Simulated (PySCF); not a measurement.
C8H11, SMILES C1C[C]=CCCC=C1, doublet at its GFN2-xTB optimised geometry (Å):

```
19

C      0.9520     0.8787    -2.1984
C      0.3034     1.2142    -1.1367
C     -0.2440     0.3550     0.0000
C      0.2454    -1.0944     0.0000
C     -0.2857    -1.8637    -1.1685
C      0.3519    -2.0621    -2.3136
C      1.6960    -1.5027    -2.6405
C      1.5678    -0.0298    -3.1362
H      0.0670     2.2660    -0.9725
H     -1.3362     0.3753    -0.0664
H      0.0401     0.8309     0.9430
H      1.3362    -1.0944     0.0000
H     -0.0948    -1.5695     0.9245
H     -1.2824    -2.2660    -1.0414
H     -0.1367    -2.6145    -3.1052
H      2.3496    -1.5171    -1.7673
H      2.1682    -2.0841    -3.4343
H      0.9758    -0.0292    -4.0579
H      2.5733     0.3291    -3.3832
```

Level of theory: unrestricted PBE0/def2-SVP run with PySCF 2.14.0. Cells within 0.4 Å of a nucleus heavier than hydrogen are left out (blank, or x).

Map of the deformation density (molecule minus spherical neutral atoms) (e/bohr³) on the plane z = 0.0 Å:

```
|111111111111111111111111111|
|111111111111111111111111111|
|111111111111111111111111111|
|111111111111111111111111111|
|111111111111111111111111111|
|111111111111111111111111111|
|111111111111111111111111111|
|111111111111000111111111111|
|111111111100000011111111111|
|111111111100000001111111111|
|111111111110011001111111111|
|111111100353x31001111111111|
|111111100698xx0000111111111|
|111111110243x62000111111111|
|111111111111474111011111111|
|111111111000264342011111111|
|1111111110000xx896001111111|
|1111111110001xx463001111111|
|111111111000110011011111111|
|111111111000000001111111111|
|111111111100000011111111111|
|111111111111011111111111111|
|111111111111111111111111111|
|111111111111111111111111111|
|111111111111111111111111111|
|111111111111111111111111111|
|111111111111111111111111111|
```
Scale: ten equal steps from -0.016 (start of '0') to 0.099 (end of '9'), in the order '0123456789'; x runs from -4.50 to 4.50, y from -4.50 (bottom) to 4.50 (top).
